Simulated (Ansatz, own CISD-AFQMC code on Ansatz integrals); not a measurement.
C2H6Si, SMILES `CC=[SiH2]` (charge 0, multiplicity 1).

Cartesian coordinates (Å):
```xyz
9

C     -1.2714     0.2133    -0.1256
C     -0.0040    -0.3787     0.4170
Si     1.5949    -0.0466    -0.0859
H     -1.0836     0.9278    -0.9290
H     -1.9338    -0.5635    -0.5215
H     -1.8320     0.7350     0.6571
H     -0.1281    -1.0995     1.2208
H      2.7608    -0.6992     0.5326
H      1.8972     0.9113    -1.1656
```
Charge 0, spin multiplicity 1.

Frozen-core energies in cc-pVDZ from Ansatz (a first-principles code) at a geometry from B3LYP-D3(BJ)/def2-TZVP; the HF reference has <S^2> = 0.00 (restricted, and unstable towards unrestricted orbitals) and the T1 diagnostic is 0.012.

```tsv
level	energy (Ha)
HF	-368.09482
MP2	-368.48254
CCSD	-368.52847
CCSD(T)	-368.54346
```

Problem. Estimate the energies of CCSDT, phaseless AFQMC, CISD trial (own CISD-AFQMC code on Ansatz integrals; ±0.40 mHa) and CCSDT(Q), and give each level's difference from CCSDT(Q).

Solution. 
```
level                                                                             energy (Ha)  difference from CCSDT(Q) (mHa)
--------------------------------------------------------------------------------  -----------  ------------------------------
MP2                                                                                -368.48254                           63.12
CCSD                                                                               -368.52847                           17.19
CCSD(T)                                                                            -368.54346                            2.20
CCSDT                                                                              -368.54458                            1.08
phaseless AFQMC, CISD trial (own CISD-AFQMC code on Ansatz integrals; ±0.40 mHa)   -368.54502                            0.64
CCSDT(Q)                                                                           -368.54566                            0.00
```
